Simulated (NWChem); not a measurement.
**An input for InH2OF (SMILES [OH][InH][F])**

The species is InH2OF (5 atoms), meant as a singlet with charge 0. SMILES: `[OH][InH][F]`. The shape is that of a PBE0-D4/def2-TZVP optimisation. This is a higher conformer, about 10 kJ/mol above the lowest found by a separate search.

```xyz
5

O    -1.2795   -0.3459   -0.5774
In    0.4801    0.0425    0.2100
F     1.1859   -1.6547    0.8415
H    -1.7252    0.4298   -0.9257
H     1.3885    1.4547    0.4102
```

Settings wanted:

* task: energy
* method: CCSD(T)
* basis set: def2-SVP
* core potential: def2-SVP
* integral approximation: none
* reference: RHF
* frozen core orbitals: 6
* SCF convergence threshold: 1e-08
* iteration cap: 80
* symmetry: none
* coupled cluster iteration cap: 60
* module: ccsd(t)

**Question.** Give an NWChem 7.3.0 job that does this.

**Answer.** One that was run (others would do as well):

mymol.xyz:
```
5
FH2InO ccsd(t)
O     -1.279500    -0.345900    -0.577400
In     0.480100     0.042500     0.210000
F      1.185900    -1.654700     0.841500
H     -1.725200     0.429800    -0.925700
H      1.388500     1.454700     0.410200
```

mymol.nw:
```
start mymol
title "FH2InO ccsd(t)"
memory 1800 mb

geometry noautosym nocenter noautoz
load mymol.xyz
end

basis "ao basis" spherical bse
* library def2-SVP
end

ecp bse
In library def2-SVP
end

scf
thresh 1e-08
maxiter 80
end

ccsd
freeze core 6
maxiter 60
end

task ccsd(t) energy
```

```bash
$ nwchem mymol.nw > mymol.out
```

Calculated total energy: -365.04189 Eh.
